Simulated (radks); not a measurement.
Question: All-electron atom: K+ in [Ar] (the NIST ground configuration). Method: scalar-relativistic Kohn-Sham, exchange-only r2SCAN, spin-polarised, spherical densities, finite nucleus; meta-GGA in the generalised Kohn-Sham scheme; Fermi nuclear charge, rms radius 3.4349 fm; computed with a radial shooting solver on a logarithmic mesh with Libxc functionals. Some entries of the table are withheld. Estimate them.

| orbital | occ. | eigenvalue (Ry) | r(max) (bohr) | <r^2> (bohr^2) |
|---|---|---|---|---|
| 1s | 2 | -260.5516 | 0.05303 | 0.008841 |
| 2s | 2 | -26.83530 | 0.3176 | (1) |
| 2p | 6 | -21.25544 | 0.2629 | 0.1518 |
| 3s | 2 | -3.10092 | 1.079 | (2) |
| 3p | 6 | -1.80663 | 1.159 | 2.414 |

Answer: 
(1) 2s <r^2> (bohr^2): 0.1767
(2) 3s <r^2> (bohr^2): 1.876
